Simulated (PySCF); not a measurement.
Structure problem from calculated spectra and properties.

Formula: C5H8NOS; charge +1.

- NMR, other nuclei: isotropic shieldings of nuclei other than C and H, by class: 33 (1 N), 300 (1 O), 195 (1 S) ppm [GIAO PBE0/pcSseg-1]
- Triplet: lowest triplet excitation (Tamm–Dancoff): 3.76 eV [TDA PBE0/def2-SVPD]
- Rotational structure: rotational constants A, B, C: 4.381, 1.202, 0.954 GHz [GFN2-xTB]
- 13C NMR: chemical shifts (computed TMS as zero) by class: 167.4 (1 C), 164.7 (1 C), 131.7 (1 C), 62.1 (1 C), 42.0 (1 C) ppm [GIAO PBE0/pcSseg-1]
- UV, first state: lowest singlet excitation: 5.09 eV (243 nm, f = 0.099) [TDDFT PBE0/def2-SVPD]
- UV, strongest line: among the 6 lowest singlet transitions: S5 at 6.66 eV (186 nm, f = 0.102) [TDDFT PBE0/def2-SVPD]

The electronic properties come from PySCF, for the isolated species, density fitting. Levels stand in brackets. The structure is a single GFN2-xTB conformer in the gas phase; no vibrational or solvent corrections. Each NMR value is the plain mean over a class of atoms that symmetry, rotation or inversion makes alike.

Q: Propose a structure and show how it fits.

A: Numbering: `[CH3:1][n+:2]1[cH:3][s:4][c:5]([CH2:6][OH:7])[cH:8]1`. 5 carbons fall into 5 classes; from least to most shielded: substituted aromatic carbon [C5] (167.4 ppm), aromatic CH next to a ring nitrogen [C3] (164.7 ppm), aromatic CH next to a ring nitrogen [C8] (131.7 ppm), carbinol carbon (C–OH) [C6] (62.1 ppm), N-methyl carbon [C1] (42.0 ppm). The other shieldings belong to: 33 ppm, three-coordinate ring nitrogen [N2]; 300 ppm, alcohol oxygen [O7]; 195 ppm, ring sulfur [S4]. S1 is mainly HOMO→LUMO (weight 0.96); the largest Löwdin shares of the orbital it empties are 0.24 on the alcohol oxygen, 0.16 on an aromatic CH next to a ring nitrogen, 0.12 on an aromatic CH next to a ring nitrogen and 0.12 on the carbinol carbon (C–OH), of the orbital it fills 0.32 on an aromatic CH next to a ring nitrogen, 0.27 on the ring sulfur, 0.19 on the three-coordinate ring nitrogen and 0.10 on the substituted aromatic carbon. The optimised geometry has point group Cs and is an asymmetric top. Structure: `C[n+]1csc(CO)c1`. Computed isomers that give other values at the same levels: `COc1csc[n+]1C` (13C chemical shifts (computed TMS as zero) by class: 164.0 (1 C), 160.3 (1 C), 104.0 (1 C), 61.9 (1 C), 38.8 (1 C) ppm). The assignments are read from this structure; whether some other isomer fits the data as well wasn't checked.

Shape of the structure used: `[CH3:1][n+:2]1[cH:3][s:4][c:5]([CH2:6][OH:7])[cH:8]1`: S4–C5–C6–O7 0°, H–O7–C6–C5 180°.
